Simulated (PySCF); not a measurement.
Si(H)(SH) (H2SSi), SMILES S[SiH] (connectivity only; charge and spin as stated), neutral, multiplicity 1.

Geometry: PBE-D3(BJ)/def2-TZVP.

Method: PySCF 2.14.0 with TDDFT-ωB97X/def2-TZVPD.

Vertical excitations. Gas-phase values at a fixed geometry. State labels are in the subgroup Cs.

Computed UV-visible absorptions:
```
state  symmetry  energy (eV)  λ (nm)      f                                                                     main pairs
-----  --------  -----------  ------  -----  -----------------------------------------------------------------------------
S1           A"         3.13     397  0.018                                                                 HOMO→LUMO 99 %
S2           A'         5.26     236  0.029                                                               HOMO−1→LUMO 87 %
S3           A"         5.39     230  0.002                                                               HOMO−2→LUMO 97 %
S4           A'         6.00     207  0.111                                                               HOMO→LUMO+1 75 %
S5           A'         6.47     192  0.327                                                               HOMO→LUMO+2 88 %
S6           A"         6.87     180  0.030  HOMO−1→LUMO+1 54 %, HOMO−1→LUMO+2 17 %, HOMO−1→LUMO+6 11 %, HOMO−1→LUMO+7 8 %
S7           A"         7.31     170  0.016  HOMO−1→LUMO+2 36 %, HOMO−1→LUMO+1 32 %, HOMO−1→LUMO+6 13 %, HOMO−1→LUMO+4 6 %
S8           A'         7.33     169  0.069                           HOMO→LUMO+6 42 %, HOMO→LUMO+4 26 %, HOMO→LUMO+3 14 %
S9           A'         7.51     165  0.078          HOMO→LUMO+7 44 %, HOMO→LUMO+6 20 %, HOMO→LUMO+4 17 %, HOMO→LUMO+3 7 %
S10          A"         7.78     159  0.002                                             HOMO−3→LUMO 64 %, HOMO→LUMO+8 27 %
T1           A"         1.98     625      0                                                                 HOMO→LUMO 96 %
T2           A'         4.15     299      0                                                               HOMO−1→LUMO 96 %
T3           A'         4.80     258      0                            HOMO→LUMO+1 47 %, HOMO→LUMO+4 22 %, HOMO→LUMO+2 9 %
T4           A"         4.98     249      0                                                               HOMO−2→LUMO 96 %
```
Triplets are in the Tamm–Dancoff approximation, which puts them higher than full response would, so one can lie above its singlet here.
